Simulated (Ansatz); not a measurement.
`[NH2][In]([NH2])[SH]` + `BOCO[SiH3]` → `[NH2][In]([SH])[O][SiH3]` + `BOCN`  (redistribution)

Isolated molecules relaxed with PBE0-D4/def2-TZVP in Ansatz; ΔE leaves out vibrations. CCSD(T)/CBS is the MP2 limit (def2-TZVPP, def2-QZVPP) plus CCSD(T) − MP2 in def2-TZVPP, frozen cores. DFT in def2-TZVPP. B3LYP here is the variant with VWN-RPA as its local correlation; programs differ in this. HSE06 is defined as in plane-wave codes. Elements past krypton have def2 core potentials. For In outer-core shells are correlated without core-valence functions, which leaves a few kJ/mol of doubt a bond. Each species was taken in one conformer, which may not be the lowest.

`[NH2][In]([NH2])[SH]`:

Z-matrix (Å, degrees):
```
N
In 1 2.022
H 1 1.011 2 116.0
H 1 1.010 2 116.2 3 -129.4
N 2 2.019 1 120.8 3 -25.4
S 2 2.384 1 120.5 3 154.7
H 5 1.010 2 116.3 1 -156.4
H 5 1.010 2 116.4 1 -26.3
H 6 1.343 2 93.5 1 -1.8
```

`BOCO[SiH3]`:

Cartesian coordinates in Å:
```
B -1.916 0.327 1.177
O -1.066 -0.294 0.339
C -0.499 0.371 -0.771
O 0.840 0.626 -0.548
Si 1.957 -0.557 -0.233
H -2.243 1.463 0.963
H -2.318 -0.306 2.107
H -0.635 -0.290 -1.634
H -1.007 1.326 -0.934
H 1.711 -1.720 -1.128
H 1.905 -1.004 1.180
H 3.273 0.057 -0.519
```

`[NH2][In]([SH])[O][SiH3]`:

Cartesian coordinates in Å:
```
N 0.918 -0.762 -1.953
In -0.041 -1.245 -0.258
S -0.846 -3.317 0.527
O -0.585 0.285 0.886
Si -0.309 1.885 0.875
H 1.513 -1.470 -2.358
H 1.419 0.115 -1.918
H -1.427 -2.726 1.586
H 0.749 2.250 -0.119
H 0.152 2.344 2.214
H -1.542 2.642 0.517
```

`BOCN`:

Z-matrix (Å, degrees):
```
C
O 1 1.440
N 1 1.414 2 113.7
H 1 1.094 2 108.5 3 -122.5
H 1 1.092 2 106.0 3 120.1
B 2 1.339 1 121.9 3 118.5
H 3 1.011 1 112.2 2 -63.4
H 3 1.011 1 112.0 2 59.4
H 6 1.205 2 120.2 1 0.1
H 6 1.197 2 117.4 1 -179.6
```

```tsv
level	ΔE (kJ/mol)	difference from CCSD(T)/CBS
LDA (SPW92)	-55.2	4.7
PBE-D4	-58.6	1.3
BLYP-D4	-58.1	1.8
r2SCAN-D4	-61.0	-1.1
B97M-V	-66.3	-6.4
PBE0-D4	-58.1	1.8
B3LYP-D4	-58.1	1.8
r2SCANh-D4	-60.5	-0.6
r2SCAN0-D4	-59.6	0.3
HSE06-D4	-58.1	1.8
BHLYP-D4	-59.2	0.7
CAM-B3LYP-D4	-57.8	2.1
ωB97X-V	-57.5	2.4
ωB97M-V	-57.1	2.8
PBE-QIDH	-59.6	0.3
PBE	-59.1	0.8
revPBE	-59.8	0.1
BLYP	-59.6	0.3
r2SCAN	-61.1	-1.2
PBE0	-58.5	1.4
B3LYP	-59.0	0.9
r2SCANh	-60.5	-0.6
r2SCAN0	-59.7	0.2
BHLYP	-58.8	1.1
CAM-B3LYP	-58.1	1.8
LC-ωPBE	-59.1	0.8
HF/def2-SVP	-65.7	-5.8
MP2/def2-SVP	-72.9	-13.0
CCSD/def2-SVP	-69.2	-9.3
CCSD(T)/def2-SVP	-69.4	-9.5
HF/def2-TZVPP	-58.6	1.3
MP2/def2-TZVPP	-59.6	0.3
SCS-MP2/def2-TZVPP	-59.7	0.2
CCSD/def2-TZVPP	-57.7	2.2
CCSD(T)/def2-TZVPP	-58.3	1.6
HF/def2-QZVPP	-59.1	0.8
MP2/def2-QZVPP	-60.7	-0.8
SCS-MP2/def2-QZVPP	-60.8	-0.9
MP2/CBS(def2)	-61.2	-1.3
CCSD/CBS(def2)	-59.3	0.6
CCSD(T)/CBS	-59.9	0
```

Largest T1 diagnostic among the species: 0.015.

At CCSD(T), def2-SVP lies −9.5 kJ/mol from the extrapolated value and def2-TZVPP +1.6 kJ/mol. Leaving LDA and LC-ωPBE aside and taking each functional with its dispersion term where it has one, the values spread over 9.3 kJ/mol, from B97M-V to ωB97M-V. LDA lies +4.0 kJ/mol from PBE without D4.
